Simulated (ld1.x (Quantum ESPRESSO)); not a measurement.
## Cd (Z = 48): excitation energies, all-electron against TM

* Element: cadmium
* Generator: ld1.x (Quantum ESPRESSO) 7.5
* Type: norm-conserving Troullier–Martins (Kleinman–Bylander form)
* Functional: PBEsol
* Relativity: scalar-relativistic
* Frozen core: [Kr]
* Valence charge: 12
* Reference configuration: 4d10 5s2 5p0
* Partial waves: 5p (bound, empty): rc 3.60 bohr; 4d (bound): rc 1.25 bohr; 5s (bound): rc 2.15 bohr
* Local potential: the s channel
* Core correction: none

Energies are relative to the spin-unpolarised reference configuration 4d10 5s2 5p0; without spin polarisation the order of configurations can differ from experiment.

(1) Give the all-electron excitation energy and the error of the potential for: 4d10 5s1 5p0; 4d10 5s0 5p0; 4d9 5s0 5p0; 4d9 5s2 5p1; 4d10 5s1.5 5p0; 4d8 5s0 5p0; 4d9 5s2 5p0.

Levels in the configuration 4d9 5s0 5p0:

| level | all-electron (eV) | pseudo (eV) |
| --- | --- | --- |
| 4d | -45.806 | -46.128 |

Answers

(1)

```tsv
valence configuration	charge	ΔE all-electron (eV)	error AE − PS (meV)
4d10 5s1 5p0	+1	9.308	-3.8
4d10 5s0 5p0	+2	26.404	-8.5
4d9 5s0 5p0	+3	64.402	-118
4d9 5s2 5p1	0	12.646	-168
4d10 5s1.5 5p0	+0.5	3.731	-1.2
4d8 5s0 5p0	+4	118.443	-704
4d9 5s2 5p0	+1	17.975	-157
```

ld1.x printed “convergence not achieved” for 4 of the counted tests; their residual had stalled under 1e-8, short of the target of 1e-14.
